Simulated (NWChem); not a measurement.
silacyclobutane (C$_{3}$H$_{8}$Si); SMILES C1C[SiH2]C1

```xyz
12

C     -0.1962    -1.3215     0.0000
C      0.1612    -0.3999    -1.1982
Si    -0.0571     1.0553     0.0000
C      0.1612    -0.3999     1.1982
H      0.3114    -2.3011     0.0000
H     -1.2797    -1.5256     0.0000
H      1.2198    -0.5119    -1.4850
H     -0.4546    -0.5061    -2.1023
H     -1.4408     1.6263     0.0000
H      0.9211     2.1893     0.0000
H      1.2198    -0.5119     1.4850
H     -0.4546    -0.5061     2.1023
```
Atoms are numbered in this order, from 1.

Program: NWChem. The geometry was optimised at PBE0/def2-SVP. Total energies of different functionals are on different scales.

| level | energy (Ha) | highest occupied level (eV) | orbital gap (eV) | dipole (D) | relative time |
|---|---|---|---|---|---|
| PBE/def2-TZVP | -408.3302 | -6.61 | 6.19 | 0.59 | 1 |
| B3LYP/def2-TZVP | -408.6809 | -7.64 | 7.80 | 0.48 | 1 |
| CAM-B3LYP/def2-TZVP | -408.5853 | -9.19 | 10.50 | 0.43 | 10 |
| PBE0/def2-TZVP | -408.3838 | -7.83 | 8.23 | 0.52 | 1 |
| LDA (Slater exchange, VWN5)/def2-TZVP | -406.3626 | -6.69 | 6.08 | 0.58 | 1 |

Relative times are rough (shared machine, one core).
